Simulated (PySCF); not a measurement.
Calculated NMR parameters of 2-methyl-[1,2,4]diazaphospholo[1,5-a]pyridine

```
Formula                               : C7H7N2P
SMILES                                : Cc1nn2ccccc2p1
InChI                                 : InChI=1S/C7H7N2P/c1-6-8-9-5-3-2-4-7(9)10-6/h2-5H,1H3
Point group of the computed structure : Cs
Carbon signals                        : 7
Proton signals                        : 5
```

Molfile (atoms numbered from 1):
```
C7H7N2P
     RDKit          3D

 17 18  0  0  0  0  0  0  0  0999 V2000
    3.2566   -0.2613   -0.6062 C   0  0  0  0  0  0  0  0  0  0  0  0
    1.7770   -0.2409   -0.4373 C   0  0  0  0  0  0  0  0  0  0  0  0
    1.2616    0.2967    0.6470 N   0  0  0  0  0  0  0  0  0  0  0  0
   -0.0541    0.2281    0.6307 N   0  0  0  0  0  0  0  0  0  0  0  0
   -0.8151    0.7144    1.6378 C   0  0  0  0  0  0  0  0  0  0  0  0
   -2.1704    0.6228    1.5815 C   0  0  0  0  0  0  0  0  0  0  0  0
   -2.7872    0.0173    0.4661 C   0  0  0  0  0  0  0  0  0  0  0  0
   -2.0147   -0.4718   -0.5484 C   0  0  0  0  0  0  0  0  0  0  0  0
   -0.6163   -0.3731   -0.4816 C   0  0  0  0  0  0  0  0  0  0  0  0
    0.6230   -0.8947   -1.5998 P   0  0  0  0  0  0  0  0  0  0  0  0
    3.7274    0.2084    0.2536 H   0  0  0  0  0  0  0  0  0  0  0  0
    3.5417    0.2731   -1.5116 H   0  0  0  0  0  0  0  0  0  0  0  0
    3.6129   -1.2866   -0.6980 H   0  0  0  0  0  0  0  0  0  0  0  0
   -0.2687    1.1617    2.4530 H   0  0  0  0  0  0  0  0  0  0  0  0
   -2.7681    1.0126    2.3888 H   0  0  0  0  0  0  0  0  0  0  0  0
   -3.8625   -0.0534    0.4246 H   0  0  0  0  0  0  0  0  0  0  0  0
   -2.4499   -0.9413   -1.4169 H   0  0  0  0  0  0  0  0  0  0  0  0
  1  2  1  0
  2  3  2  0
  3  4  1  0
  4  5  1  0
  5  6  2  0
  6  7  1  0
  7  8  2  0
  8  9  1  0
  9 10  2  0
 10  2  1  0
  9  4  1  0
  1 11  1  0
  1 12  1  0
  1 13  1  0
  5 14  1  0
  6 15  1  0
  7 16  1  0
  8 17  1  0
M  END
```

- geometry from GFN2-xTB
- PBE0/pcSseg-1 with gauge-including orbitals
- program: PySCF
- no solvent model, one computed conformer, rapidly exchanging positions averaged, non-relativistic Hamiltonian

References, each an isolated molecule treated in the same way: TMS for $^{1}$H (31.72 ppm) and $^{13}$C (186.93 ppm); H3PO4 for $^{31}$P (318.38 ppm); NH3 for $^{15}$N (267.73 ppm).

| carbon | δC, type | δH (multiplicity) | HMBC from (2–3 bonds) | span of the C tensor (ppm) |
| --- | --- | --- | --- | --- |
| C1 | 21.6, CH3 | 3.05 (m) | – | 41 |
| C2 | 188.6, C | – | H11/H12/H13 | 261 |
| C5 | 137.5, CH | 8.94 (m) | H16, H15 | 175 |
| C6 | 119.3, CH | 7.10 (m) | H14, H17, H16 | 210 |
| C7 | 127.2, CH | 7.23 (m) | H14, H17, H15 | 224 |
| C8 | 133.1, CH | 8.32 (m) | H16, H15 | 225 |
| C9 | 174.9, C | – | H14, H17, H16 | 238 |

Other nuclei:
| atoms | nucleus | environment | δ (ppm) | σ (ppm) |
| --- | --- | --- | --- | --- |
| P10 | $^{31}$P | phosphorus bonded to 2 C, in a 5-membered ring | 83.0 | 235.3 |
| N3 | $^{15}$N | pyridine-type nitrogen of an azole | 348.6 | -80.9 |
| N4 | $^{15}$N | pyrrole-type ring nitrogen | 270.0 | -2.3 |

δC 188.6: substituted aromatic carbon next to a ring nitrogen. δC 174.9: ring-fusion aromatic carbon. δC 137.5: aromatic CH next to a ring nitrogen. δC 133.1, 127.2, 119.3: aromatic CH. δH 8.94: hydrogen on an aromatic CH next to a ring nitrogen; ring current plus the neighbouring ring nitrogen.

Splittings by $^{31}$P in the carbon and heteronuclear signals aren't shown, as no couplings were computed. Shifts are as computed. Against solution values, carbons near 30 ppm lie about +3 ppm off and those near 130 ppm about +5 ppm. Of 1211 compounds with measured shifts, 218 miss one by over three times the rms of a fit or turn the order of signals round; such compounds aren't used in these exercises. Experimental scales use liquid or dissolved standards, which lie at an offset from isolated NH3 (liquid NH3: subtract about 20 ppm) and H3PO4. Unscaled 15N shifts of sp2 nitrogen come out 20 to 40 ppm too high even then. Multiplicities follow the n + 1 count of equivalent neighbours, as no J values were calculated; m marks all less simple cases, F and P coupling included.
